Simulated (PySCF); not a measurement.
Si(H)(Cl) anion (ClHSi), SMILES [SiH]Cl (connectivity only; charge and spin as stated), charge -1, multiplicity 2. Geometry: PBE0-D3(BJ)/def2-TZVPD. The spin state was assumed, not searched. The isomer is the one that the SMILES or the coordinates give; other isomers of the formula were not compared.

Level of theory: PySCF 2.14.0 with PBE0-D3(BJ)/def2-TZVPD.

Harmonic wavenumbers (cm⁻¹): 366, 723, 1883. Rotational constants (GHz): 218.3, 6.250, 6.076; symmetry number 1.

Q: Work out the zero-point energy and the ideal-gas rigid-rotor harmonic-oscillator thermochemistry at 298.15 K and 1 atm.

A: ZPE = ½ Σ hcν = ½ × 2973 cm⁻¹ = 17.78 kJ/mol. H − E(el) = 28.88 kJ/mol. Entropy in J/(mol K): translation 160.72, rotation 88.65, vibration 5.77, spin 5.76, total 260.90. G − E(el) = -48.91 kJ/mol. Cp = 43.07 J/(mol K).
